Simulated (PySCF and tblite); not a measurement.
The numbers below are computed, except where a source is named.
System: C5H8Si, numbered as in [SiH3:1][CH:2]1[CH:3]=[CH:4][CH:5]=[CH:6]1.

Level: BP86/pcSseg-1 + D3(BJ) on B3LYP-D3(BJ)/def2-SVP stationary points, with GFN2-xTB thermal terms. Rate constants are transition-state-theory values, counting equivalent paths, without tunnelling. (PySCF 2.14 with density fitting, tblite 0.8.)

(1) How high is the barrier to the shift of Si1 from C2 to C6, through which structure does it pass, and what rate follows at 298 K?

Answers

(1) The electronic barrier is 12.0 kcal/mol and ΔG‡(298 K) 12.6 kcal/mol, over a Cs saddle with an imaginary mode of 259i cm⁻¹ (GFN2-xTB). With 2 equivalent paths, k is 7350 s⁻¹, a mean lifetime of the start of 140 µs against this motion.
